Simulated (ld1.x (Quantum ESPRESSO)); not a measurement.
# What one change does to a pseudopotential (Se, TM)

| Property | Result |
| --- | --- |
| Element | Se |
| Generator | ld1.x (Quantum ESPRESSO) 7.5 |
| Type | norm-conserving Troullier–Martins (Kleinman–Bylander form) |
| Functional | Wu–Cohen |
| Relativity | scalar-relativistic |
| Frozen core | [Ar] 3d10 |
| Valence charge | 6 |
| Reference configuration | 4s2 4p4 |
| Partial waves | 4s (bound): rc 1.55 bohr; 4p (bound): rc 1.95 bohr; 4d channel at 0.3 Ry: rc 1.50 bohr |
| Local potential | all-electron potential smoothed inside 1.25 bohr (lloc = -2) |
| Core correction | a·sin(br)/r model core, default radius (core density twice the valence density) |

Change: type PAW; waves now 4s (bound): rcut 1.35, rcutus 1.55 bohr; 4s channel at 1.3 Ry: rcut 1.35, rcutus 1.55 bohr; 4p (bound): rcut 1.70, rcutus 1.95 bohr; 4p channel at 0.25 Ry: rcut 1.70, rcutus 1.95 bohr; 4d channel at 0.3 Ry: rcut 1.30, rcutus 1.50 bohr; 4d channel at 2 Ry: rcut 1.30, rcutus 1.50 bohr; local potential all-electron potential smoothed inside 1.15 bohr (lloc = -2); augmentation PSQ, inside the norm-conserving radii.

Cutoffs: the cutoffs (Ry, on a coarse ladder) from which the occupation-weighted sum of valence levels, in a spherical-Bessel basis at the reference potential, stays within 10 and 1 mRy of its value at 400 Ry; they do not see the model core or the augmentation charge, which bear on the density cutoff. Errors are all-electron minus pseudo energies relative to the spin-unpolarised reference configuration.

Task: Predict the effect on cutoff, ghosts and configuration errors.

Result: The potential gets softer (40 Ry and 55 Ry → 15 Ry and 25 Ry); both files keep a bound ghost (d); of the 7 tests that both files solve, the error grows in 6 and shrinks in 0 by more than 15 % and 0.3 meV (median size 2.0 → 17.1 meV); the range in which the s phases agree widens (upper end 1.8 → at the end of the scan); the range in which the p phases agree widens (upper end 3.4 → at the end of the scan). Several settings change at once here, so the effects cannot be laid on one of them.

```csv
quantity,base,changed
"cutoff, loose",40 Ry,15 Ry
"cutoff, tight",55 Ry,25 Ry
loose cutoff by channel (10 mRy a level),"s 18 Ry, p 8 Ry","s 10 Ry, p 10 Ry"
bound ghosts,d,d
"error for 4s2 4p3, meV [ΔE 10.86 eV]",-0.3,-4.6
"error for 4s2 4p2, meV [ΔE 31.25 eV]",-2.0,-28
"error for 4s2 4p1, meV [ΔE 62.21 eV]",-22,-102
"error for 4s2 4p4.3, meV [ΔE -1.59 eV]",+0.4,+0.2
"error for 4s2 4p3.5, meV [ΔE 4.31 eV]",-0.3,-1.2
"error for 4s1 4p4, meV [ΔE 22.43 eV]",-3.5,-17
"error for 4s0 4p6, meV [ΔE 22.03 eV]",-15,-19
s: phases at 2.15 bohr within 0.05 rad from the reference energy up to (Ry; the scan ends near 5),1.8,to the end of the scan
p: phases at 2.15 bohr within 0.05 rad from the reference energy up to (Ry; the scan ends near 5),3.4,to the end of the scan
d: phases at 2.15 bohr within 0.05 rad from the reference energy up to (Ry; the scan ends near 5),1.3,to the end of the scan
```

 A true bound ghost makes a file unfit for plane-wave use even where its test errors are small: the radial tests pick states by their node count and pass the ghost by.
